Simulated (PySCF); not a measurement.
A structure optimised at ωB97X-D3(BJ)/def2-SVP, used in a PySCF frequency run:

```
Si
F 1 1.6232
H 1 1.4782 2 107.89
C 1 1.8290 3 111.03 2 118.85
C 4 1.2138 3 148.93 1 -179.33
H 5 1.0777 3 158.48 1 -179.45
C 1 1.8290 3 111.03 2 -118.85
C 7 1.2138 3 148.93 1 179.33
H 8 1.0777 3 158.48 1 179.45
```

Question: Write its SMILES, formula and point group.

Answer: C#C[SiH](F)C#C, C4H3FSi, Cs

Question: What are its rotational constants (standard atomic weights)?

Answer: 3.9472, 2.1059, 1.4911 GHz
